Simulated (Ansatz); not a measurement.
C3H8BCl2N (`CCN(C)B(Cl)Cl`), relaxed with RKS PBE-D4/def2-SVP in Ansatz from a rough embedded geometry. The force threshold is 0.03 eV/Å; the program also tests the step.

Charge 0, multiplicity 1.

Start:

```xyz
15

C     1.038    1.155    1.283
C     0.396    0.832   -0.115
N    -0.593   -0.243    0.004
C    -1.526   -0.336   -1.067
B     0.070   -1.633    0.182
Cl    1.164   -2.343   -1.158
Cl   -0.165   -2.615    1.758
H     0.291    1.338    2.009
H     1.726    0.287    1.588
H     1.749    2.035    1.120
H    -0.088    1.773   -0.445
H     1.181    0.566   -0.855
H    -0.934   -0.399   -2.128
H    -2.058    0.676   -1.172
H    -2.251   -1.093   -1.005
```

(1) By how much does the energy fall, and how many steps does the optimiser take? (Estimate.)

(2) Which bonds change most? (An estimate is asked.)

(3) Give the relaxed structure. (An estimate is asked.)

Results:

(1) The calculation gave: 176.92 kJ/mol, in 35 steps, 1 of them rejected.

(2) Ansatz gave: N3–B5 from 1.551 to 1.405 Å; C4–H13 from 1.217 to 1.112 Å; B5–Cl6 from 1.870 to 1.782 Å; B5–Cl7 from 1.871 to 1.783 Å.

(3) The calculation gave: 
```xyz
15

C     1.336    1.110    0.648
C    -0.170    0.871    0.530
N    -0.506   -0.407   -0.114
C    -0.537   -0.354   -1.569
B    -0.708   -1.586    0.623
Cl   -1.079   -3.139   -0.167
Cl   -0.598   -1.582    2.402
H     1.797    0.342    1.300
H     1.840    1.074   -0.339
H     1.539    2.106    1.092
H    -0.631    0.890    1.536
H    -0.647    1.685   -0.059
H     0.434   -0.001   -1.979
H    -1.327    0.346   -1.920
H    -0.745   -1.356   -1.985
```
